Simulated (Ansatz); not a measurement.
Cost and result for the atomization energy of CH6GeOTe, SMILES `[CH3][GeH]([OH])[TeH]` (10 atoms, 9 bonds).

```xyz
10

C     0.5869    0.5334    1.2373
Ge    0.3672   -0.2849   -0.5041
O    -0.4081   -1.8521   -0.1576
Te   -1.0847    1.0906   -2.1089
H    -0.3918    0.7005    1.6867
H     1.1080    1.4860    1.1438
H     1.1630   -0.1369    1.8773
H     1.6916   -0.5043   -1.2671
H    -0.7616   -2.2665   -0.9482
H    -2.2706    1.2341   -0.9592
```

Charge 0, multiplicity 1. Correlated methods include outer-core shells of Ge, Te, which these sets cover unevenly. Scalar relativity is left out up to krypton. Te takes the def2 core potential. The structure was optimised at the PBE0-D4/def2-TZVP level. It is one conformer, not always the lowest. Program: Ansatz. All runs use 4 threads of an Arm Neoverse V1 on a shared host. Times are those of one run each, without the atoms' runs, and a repeat can differ threefold. Electronic energies, without spin–orbit coupling; frozen cores. CCSD(T)/CBS adds CCSD(T) − MP2 in def2-TZVPP to the MP2 limit, and its time is that of the two runs behind it. T1 = 0.011. With those shells the extrapolation isn't a true limit. B3LYP takes the VWN-RPA correlation (the form of Gaussian; ORCA's B3LYP/G).

CCSD(T)/CBS is a level of theory with its own doubt, some kJ/mol a heavy atom from the limit and from the frozen cores, so smaller differences don't rank the functionals.

| level | functions | wall time | atomization (kJ/mol) | difference from CCSD(T)/CBS | per bond |
| --- | --- | --- | --- | --- | --- |
| PBE-D4/def2-TZVPP (with forces) | 244 | 3.1 s | 3257.1 | 4.8 | 0.5 |
| PBE0-D4/def2-TZVPP | 244 | 4.3 s | 3203.4 | -48.9 | -5.4 |
| B3LYP-D4/def2-TZVPP (with forces) | 244 | 6.5 s | 3208.2 | -44.1 | -4.9 |
| r2SCAN-D4/def2-TZVPP (with forces) | 244 | 7 s | 3227.0 | -25.3 | -2.8 |
| B2PLYP/def2-TZVPP | 244 | 8 s | 3178.4 | -73.9 | -8.2 |
| ωB97X-V/def2-TZVPP | 244 | 11 s | 3234.1 | -18.2 | -2.0 |
| ωB97M-V/def2-TZVPP (with forces) | 244 | 16 s | 3206.6 | -45.7 | -5.1 |
| MP2/def2-QZVPP | 465 | 30 s | 3243.1 | -9.2 | -1.0 |
| CCSD(T)/def2-TZVPP | 244 | 6.3 min | 3164.2 | -88.1 | -9.8 |
| CCSD(T)/CBS(def2) | – | 6.8 min | 3252.3 | 0.0 | 0.0 |

The D4 term adds +36.8 kJ/mol with B3LYP and +19.5 kJ/mol with PBE0; it sums over pairs of atoms, weighted by their polarisabilities, and B3LYP, whose exchange is more repulsive, gets the larger term. From PBE to PBE0 (25 % exact exchange), in def2-TZVPP and without D4, the atomization energy moves by −50.6 kJ/mol: exact exchange takes away binding that semilocal exchange gives to molecules. In def2-TZVPP, CCSD(T) changes the Hartree–Fock value by +885.8 kJ/mol (the triples alone add +51.1 kJ/mol) and MP2 by +913.4 kJ/mol; breaking electron pairs costs correlation energy, which Hartree–Fock lacks.

Spin–orbit coupling would lower the free Te atoms strongly, and the atomization energy with them, by more than many differences here. For some Ge, Se and Sn compounds the MP2-based and the directly extrapolated limit differ by 10 to 25 kJ/mol.
